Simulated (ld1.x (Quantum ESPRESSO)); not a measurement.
# Pseudopotential generation for holmium: ultrasoft, Wu–Cohen, fully relativistic.

ld1.x (Quantum ESPRESSO) 7.5 input, shortened:

```
&input
   title='Ho', zed=67., rel=2, dft='WC', iswitch=3,
   config='[Xe] 4f10 5d1 5f-2 6s1.75 6p0.25', rel_dist='average'
 /
 &inputp
   pseudotype=3, tm=.true., lloc=-2, rcloc=2.40,
   nlcc=.true., new_core_ps=.true., rcore=1.40
 /
8
5S  1  0   2.00   0.00  1.80  2.05  0.0
6S  2  0   1.75   0.00  1.80  2.05  0.0
5P  2  1   6.00   0.00  2.30  2.50  0.0
6P  3  1   0.25   0.00  2.30  2.50  0.0
5D  3  2   1.00   0.00  2.25  2.65  0.0
5D  3  2   0.00   0.55  2.25  2.65  0.0
5F  4  3  -2.00   0.10  1.95  2.60  0.0
5F  4  3  -2.00   2.35  1.95  2.60  0.0
 &test
   configts(1)='5s2 5p6 5d1 6s1.75 6p0.25'
 /
```

Open shells are filled in proportion to 2j + 1 (rel_dist='average').

All-electron outer shells of the reference configuration (Wu–Cohen, scalar-relativistic, ld1.x):

```tsv
shell	level (eV)	outermost node (bohr)	outermost maximum (bohr)
4d	-166.60	0.25	0.52
5s	-54.77	0.61	1.13
5p	-29.48	0.66	1.28
4f	-9.72	–	0.52
6s	-4.58	1.52	3.22
5d	-2.50	0.74	1.91
6p	-1.47	1.83	4.35
```

What the tests gave:

- Configuration tests: test run stopped at test 4 of 7 (negative rho)
- Lowest eigenvalue of the overlap operator: 0.03 (p1/2 channel)

A Bessel basis up to 400 Ry misses an occupied level by 1.03 Ry, so cutoffs and ghosts were not judged. The potential misses its own reference levels by up to 11.2 eV, so it is not fit for use.

Generation and tests took about 9.9 s on one core of a shared server CPU.
